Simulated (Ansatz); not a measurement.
Al3O3⁺. The state is a singlet with charge 1. Geometry r2SCAN-D4/def2-SVP, basis def2-TZVP, Ansatz.

```xyz
6

Al    0.2617    2.4348   -0.7239
Al   -0.0845   -0.7793    0.2316
Al   -0.4358   -4.0614    1.2026
O     0.4253    3.9644   -1.1694
O     0.0840    0.7900   -0.2376
O    -0.2506   -2.3486    0.6968
```

```csv
run,HOMO (eV),LUMO (eV)
A,-9.56,-8.74
B,-9.90,-9.07
C,-9.68,-8.81
D,-10.98,-8.13
E,-9.87,-8.55
F,-10.76,-8.38
```

B3LYP takes the VWN-RPA correlation. Another isomer (singlet) lies 1.64 eV lower at PBE0-D4/def2-TZVP; other spin states weren't run for this one.

**Question.** The runs used B3LYP, BLYP, LDA (SPW92), PBE, PBE0, r2SCAN. Estimate which is which.

**Answer.** A BLYP (0 % exact exchange); B LDA (SPW92) (0 % exact exchange); C PBE (0 % exact exchange); D PBE0 (25 % exact exchange); E r2SCAN (0 % exact exchange); F B3LYP (20 % exact exchange). Exact exchange lowers occupied and raises empty levels; among semilocal functionals meta-GGAs tend to open the gap a little, and such runs are hard to tell apart. The gap grows from 0.82 eV (BLYP) to 2.86 eV (PBE0).
